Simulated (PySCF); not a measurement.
ZnBr, SMILES [Br][Zn] (connectivity only; charge and spin as stated), neutral, multiplicity 2.

Geometry optimised at PBE0-D3(BJ)/def2-TZVP. The multiplicity is an assumed one; other spin states were not compared.

Two levels are set side by side: PBE/def2-TZVPD (PySCF) and ωB97X/def2-TZVPD (PySCF). Same geometry, gas phase. Differences are taken from unrounded values.

```
quantity                     ωB97X
---------------------------  -----
α-spin orbital gap (eV)       9.03
β-spin orbital gap (eV)       8.52
dipole moment (D)             2.76
mean polarisability (bohr³)   57.4
```

Task: What does PBE give, and how far is it from ωB97X? (Estimate from the structure and the level; the computed values follow.)

Result: 
```csv
quantity,PBE,PBE minus ωB97X
α-spin orbital gap (eV),3.88,-5.15
β-spin orbital gap (eV),2.37,-6.15
dipole moment (D),2.37,-0.39
mean polarisability (bohr³),58.5,1.1
```

Rough cost on one machine, each run with all the roots and properties that it gave: ωB97X against PBE about 1/2.
